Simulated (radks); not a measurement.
All-electron atom: Bi I in [Xe] 4f14 5d10 6s1 6p4 (not the ground configuration).

All-electron calculation, Dirac Kohn-Sham, LDA (Slater exchange, Perdew-Zunger correlation), spin-unpolarised, spherical densities, point nucleus; open shells fill j = l - 1/2 first. Program: a radial shooting solver on a logarithmic mesh with Libxc functionals.

Energy parts (eV):
| part | energy |
|---|---|
| total | -586939.37 |
| kinetic | 686441.31 |
| electron-nucleus | -1488545.40 |
| Hartree | 225693.83 |
| exchange-correlation | -10529.10 |

Orbitals (lengths in bohr, moments of r in powers of bohr; <r^-3> diverges for s and p1/2):
\begin{tabular}{lrrrrrr}
orbital & occ. & eigenvalue (eV) & <r^4> & <r^-3> & <r^2> & <r> \\ \hline
1s1/2 & 2 & -90453.20 & 3.332e-07 & - & 0.0003464 & 0.01579 \\
2s1/2 & 2 & -16239.54 & 0.00004751 & - & 0.005190 & 0.06579 \\
2p1/2 & 2 & -15605.36 & 0.00002792 & - & 0.003645 & 0.05390 \\
2p3/2 & 4 & -13287.61 & 0.00004568 & 24400 & 0.004825 & 0.06294 \\
3s1/2 & 2 & -3919.941 & 0.001713 & - & 0.03363 & 0.1711 \\
3p1/2 & 2 & -3633.140 & 0.001480 & - & 0.03052 & 0.1616 \\
3p3/2 & 4 & -3114.284 & 0.002125 & 5787 & 0.03684 & 0.1781 \\
3d3/2 & 4 & -2643.449 & 0.001387 & 1018 & 0.02803 & 0.1545 \\
3d5/2 & 6 & -2533.390 & 0.001544 & 826.5 & 0.02974 & 0.1595 \\
4s1/2 & 2 & -899.7334 & 0.03726 & - & 0.1607 & 0.3771 \\
4p1/2 & 2 & -775.1223 & 0.03912 & - & 0.1627 & 0.3779 \\
4p3/2 & 4 & -646.9942 & 0.05528 & 1435 & 0.1937 & 0.4128 \\
4d3/2 & 4 & -444.1191 & 0.06303 & 230.0 & 0.2002 & 0.4163 \\
4d5/2 & 6 & -420.2080 & 0.06979 & 182.2 & 0.2108 & 0.4274 \\
5s1/2 & 2 & -158.6440 & 0.8582 & - & 0.7734 & 0.8307 \\
4f5/2 & 6 & -156.6137 & 0.1014 & 40.67 & 0.2292 & 0.4381 \\
4f7/2 & 8 & -151.1188 & 0.1072 & 38.49 & 0.2356 & 0.4443 \\
5p1/2 & 2 & -115.2841 & 1.145 & - & 0.8812 & 0.8841 \\
5p3/2 & 4 & -90.3676 & 1.702 & 275.0 & 1.071 & 0.9744 \\
5d3/2 & 4 & -29.9658 & 4.796 & 29.98 & 1.689 & 1.208 \\
5d5/2 & 6 & -26.9324 & 5.597 & 23.08 & 1.816 & 1.252 \\
6s1/2 & 1 & -15.3564 & 42.40 & - & 5.234 & 2.151 \\
6p1/2 & 2 & -6.7257 & 116.4 & - & 8.311 & 2.685 \\
6p3/2 & 2 & -4.6458 & 214.1 & 21.34 & 11.18 & 3.108 \\
\end{tabular}

The highest occupied level is 6p3/2 at -4.646 eV. The density falls to 0.001 e/bohr^3 at r = 4.81 bohr.
